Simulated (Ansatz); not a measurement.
Molecule: CH$_{7}$ClFNSi$_{2}$, net charge 0, singlet state. 
Structure (B3LYP-D3(BJ)/def2-TZVP (Ansatz, a first-principles code) minimum search):
SMILES: C[Si](F)(Cl)N[SiH3]
```xyz
13

C      1.6431    -0.8764    -0.8361
Si     0.4500     0.3091    -0.0759
F      0.3339     1.5711    -1.0558
Cl     1.1698     1.0542     1.7073
N     -1.0821    -0.3650     0.2468
Si    -2.0484    -1.4274    -0.7291
H      1.2654    -1.2439    -1.7919
H      2.6002    -0.3850    -1.0154
H      1.8088    -1.7302    -0.1784
H     -1.5203    -0.0228     1.0921
H     -1.2794    -1.7027    -1.9615
H     -2.3256    -2.7026    -0.0268
H     -3.3464    -0.8065    -1.0807
```
Charge 0, spin multiplicity 1.

PBE beside other levels, property by property. Valence correlation only, unless marked. Open shells are spin-unrestricted. Spin-orbit coupling is left out. No relativistic terms. CBS marks a two-point X^-3 extrapolation of the correlation energy; Hartree-Fock from the larger set. The bracket is a focal-point correction in the basis named. Atomisation energies are electronic, to ground-state atoms; the column to compare with has the core term from cc-pwCVTZ added, other frozen-core levels have none. Vertical energies are electronic, to the SCF solution reached for that spin. The coupled-cluster column (Ansatz) is a level with limits of its own: (a) RI-MP2/CBS(aug-cc-pV(T+d)Z,aug-cc-pV(Q+d)Z)+[CCSD(T)-MP2]/aug-cc-pV(T+d)Z; (b) CCSD(T)/CBS(cc-pV(T+d)Z,cc-pV(Q+d)Z).

| property | PBE/def2-TZVPD (Ansatz) | r2SCAN/def2-TZVPD (Ansatz) | r2SCAN-D4/def2-TZVPD (Ansatz + dftd4) | RI-MP2/CBS(aug-cc-pV(T+d)Z,aug-cc-pV(Q+d)Z) (Ansatz) | coupled cluster |
|---|---|---|---|---|---|
| atomisation energy (kcal/mol) | 1126.3 | 1127.1 | 1129.2 | 1152.5 | 1137.6 (b) |
| vertical ionisation energy to the doublet (eV) | 9.63 | 9.80 | 9.81 | 10.80 | 10.49 (a) |
| vertical triplet-singlet gap (eV) | 5.76 | 5.99 | 5.99 | 7.06 | 6.60 (a) |

As the rows show:
- atomisation energy: PBE lies 11.3 kcal/mol below coupled cluster.
- vertical ionisation energy to the doublet: PBE lies 0.86 eV below coupled cluster.
- vertical triplet-singlet gap: PBE lies 0.84 eV below coupled cluster.
